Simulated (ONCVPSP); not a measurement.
Ranking ONCV potentials for potassium (K)

All share these settings but for the change named:

| Item | Value |
| --- | --- |
| Element | potassium |
| Generator | ONCVPSP 4.0.1 |
| Type | optimised norm-conserving Vanderbilt (ONCV) |
| Functional | revPBE |
| Relativity | scalar-relativistic |
| Frozen core | [Ne] |
| Valence charge | 9 |
| Reference configuration | 3s2 3p6 3d1 |
| Partial waves | 3s: rc 1.50 bohr, ncon 4, nbas 9, qcut 7.9 1/bohr, 1 projector; 3p: rc 1.55 bohr, ncon 5, nbas 9, qcut 7.6 1/bohr, 1 projector; 3d: rc 4.00 bohr, ncon 3, nbas 6, qcut 2 1/bohr, 2 projectors, debl 1.3 Ha |
| Local potential | polynomial inside 1.30 bohr (lpopt 1, dvloc0 0 Ha) |
| Core correction | Teter function, fcfact 3, rcfact 1.45 |

Cutoff: the first of the cutoffs (Ha) at which the residual kinetic energy of the hardest occupied pseudo-wave falls to 1 and 0.1 mHa per electron; the density cutoff is not measured.

The base gives 21 Ha.

Of 7 variants that were run, those that failed, showed a ghost or another fault, or gave nearly equal values are left out.

A variant can come out equal or close to the base.

**Question.** Rank these variants from softest to hardest (loose cutoff).
A. s: rc 2
B. s: rc 2.18
C. s: rc 1.4
D. s: rc 1.8

**Answer.** B (14 Ha), A (16 Ha), D (18 Ha), C (22 Ha).
